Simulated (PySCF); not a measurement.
H4N2Si, SMILES N[Si]N (connectivity only; charge and spin as stated), neutral, multiplicity 1.

The structure is a stationary point at B3LYP-D3(BJ)/def2-TZVP. Other conformers were not sampled.

The numbers are results of PySCF with PBE0/def2-TZVPD, not measurements.

Symmetry labels are those of the subgroup C2v that the program uses (full group C2v).

Computed valence orbital energies around the gap with their symmetry:
```
orbital  symmetry  energy (eV)
-------  --------  -----------
HOMO−7         B2       -23.36
HOMO−6         A1       -14.53
HOMO−5         A1       -14.15
HOMO−4         B2       -13.57
HOMO−3         B2       -11.42
HOMO−2         B1        -8.70
HOMO−1         A2        -7.38
HOMO           A1        -6.44
LUMO           B1        -0.44
LUMO+1         A1         0.30
LUMO+2         B2         0.38
LUMO+3         A1         1.23
```
